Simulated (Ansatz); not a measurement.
Task: Name a neutral molecule of B, C, S and H with LUMO energy (ωB97M-V/def2-TZVPP) between 2.20 and 2.50 eV and LUMO energy (PBE/def2-TZVPP) between -0.80 and -0.50 eV (Ansatz, PBE0-D4/def2-TZVP geometry).

Result: `[BH3-][S+](C)C` (2.29 eV, -0.50 eV). Other molecules can fit too; these were computed, each in one conformer that needn't be the lowest.
